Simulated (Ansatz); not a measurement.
Ansatz (an electronic-structure program) input:

Ansatz 0.2 input:
```yaml
crystal:
  periodic: [false, false, false]
  atoms:
    - {symbol: Sn, position_ang: [-0.23674923, -0.10617803, -0.19253129]}
    - {symbol: O, position_ang: [1.32786693, 0.48413179, 1.06256318]}
    - {symbol: H, position_ang: [1.21452635, 1.43584692, 1.12605885]}
basis:
  gaussian:
    orbitals: def2-TZVPD
hamiltonian:
  xc: {name: PBE}
total_charge: -1
output: {forces: true}
```

**Question.** Predict the final energy.

**Answer.** -290.09309 Eh (PBE/def2-TZVPD). The basis has 105 functions.
